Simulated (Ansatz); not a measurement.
A nudged elastic band was laid between two geometries of CH$_{7}$AlSSi (11 atoms, charge 0, multiplicity 1).

Method: UKS PBE-D4/def2-SVP (Ansatz 0.2.0).

- movable images: 5
- climbing image: yes
- spring: 5.0 eV/Å²
- optimiser: quadratic models (default)
- start path: through a guess of the saddle point
- force threshold: 0.05 eV/Å
- iteration limit: 60
- end points: relaxed

First end point:

```xyz
11
Properties=species:S:1:pos:R:3
C -1.639 0.547 0.012
Al -0.888 -1.006 0.945
S 1.259 -1.515 0.785
Si 1.961 0.046 -0.540
H -2.740 0.459 -0.101
H -1.439 1.475 0.592
H -1.199 0.699 -0.996
H -1.710 -1.994 1.891
H 1.684 1.419 0.012
H 3.445 -0.137 -0.676
H 1.331 -0.049 -1.904
```

Last end point:

```xyz
11
Properties=species:S:1:pos:R:3
C -2.210 0.557 0.271
Al -1.287 -0.224 -1.353
S 0.618 -1.456 0.512
Si 2.140 -0.287 -0.540
H -3.101 1.157 -0.019
H -2.559 -0.223 0.986
H -1.536 1.238 0.841
H 0.581 -0.660 1.625
H 1.618 1.074 -0.908
H 3.332 -0.151 0.366
H 2.470 -1.083 -1.761
```

Which bonds break or form, and what moves?

Bonds broken: Al2–H8. Bonds formed: S3–H8. CH7AlSSi becomes CH3Al + H4SSi.

What energy profile does the band end with?

The forces met the threshold. The highest image is number 5 of 0 to 6, 54.2 kcal/mol above the first end and 6.4 kcal/mol above the last; the last end lies 47.8 kcal/mol above the first. Neighbouring images differ by up to 1.3 eV, so the band resolves the path poorly. A vibrational analysis at the climbing image gives one clearly imaginary mode, 187i cm⁻¹, and a faint second one (29i cm⁻¹) that may be numerical noise or a soft torsion: probably a first-order saddle point. The orbitals stay closed-shell, which can raise the energy where a bond breaks towards radicals; this wasn't checked here.

```tsv
image	path coordinate (Å)	energy (kcal/mol)	Al2–H8 (Å)	S3–H8 (Å)
0	0.00	0.0	1.60	3.20
1	1.92	0.7	1.60	3.16
2	3.84	4.4	1.60	3.24
3	5.76	34.6	1.66	2.49
4	7.69	49.6	3.46	1.36
5	9.62	54.2	2.87	1.36
6	12.34	47.8	3.54	1.37
```

What is the geometry of the highest image?


```xyz
11
Properties=species:S:1:pos:R:3:forces:R:3
C -1.987 0.767 0.179 0.00 -0.01 0.01
Al -1.311 -0.084 -1.518 0.00 0.00 -0.01
S 1.061 -1.686 1.138 -0.01 0.00 0.00
Si 2.052 -0.416 -0.314 0.00 0.00 0.00
H -2.983 0.357 0.467 0.00 0.00 0.00
H -1.330 0.680 1.074 0.00 0.00 0.00
H -2.133 1.860 0.008 0.00 0.00 -0.01
H -0.193 -1.228 0.860 0.01 0.00 0.00
H 1.279 0.872 -0.454 0.00 0.00 0.00
H 3.416 -0.134 0.250 0.00 0.00 0.00
H 2.195 -1.046 -1.669 0.00 0.00 0.00
```

The run took 4.4 min on 2 threads of Intel(R) Xeon(R) 6975P-C (Granite Rapids), with other jobs on the host, peak memory 0.26 GiB.
